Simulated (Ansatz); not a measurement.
Consider the formal exchange of groups at a B–Si bond: `CB[SiH2][SiH2][AlH2]` + `N[SiH3]` → `CB[SiH2]N` + `[AlH2][SiH2][SiH3]`.

Isolated molecules relaxed with PBE0-D4/def2-TZVP in Ansatz; ΔE leaves out vibrations. CCSD(T)/CBS adds triple-zeta CCSD(T) − MP2 to the extrapolated MP2 energy (def2 sets, frozen cores). This one scheme is used for every species. DFT in def2-TZVPP. Each species was taken in one conformer, which may not be the lowest.

```
        level  ΔE (kJ/mol)
       B97M-V         13.1
      PBE0-D4         17.1
   r2SCANh-D4         17.0
       B2PLYP          7.5
          PBE         11.0
       r2SCAN         15.4
HF/def2-TZVPP         -7.3
MP2/CBS(def2)         18.5
```

Q: What does CCSD(T)/CBS give? (Best estimate.)

A: Computed: +15.5 kJ/mol. The listed levels differ from it by -2.4, 1.6, 1.5, -8.0, -4.5, -0.1, -22.8, 3.0 kJ/mol.

Largest T1 diagnostic among the species: 0.014.

The D4 term adds +11.2 kJ/mol with B3LYP and +6.1 kJ/mol with PBE0; it sums over pairs of atoms, weighted by their polarisabilities, and B3LYP, whose exchange is more repulsive, gets the larger term. Leaving LDA and LC-ωPBE aside and taking each functional with its dispersion term where it has one, the values, not all of them listed here, spread over 11.1 kJ/mol, from B2PLYP to revPBE-D4. LDA lies +15.1 kJ/mol from PBE without D4. In def2-TZVPP, CCSD(T) changes the Hartree–Fock value by +21.7 kJ/mol (the triples alone add +4.2 kJ/mol) and MP2 by +24.7 kJ/mol.

B3LYP here is the variant with VWN-RPA as its local correlation; programs differ in this.
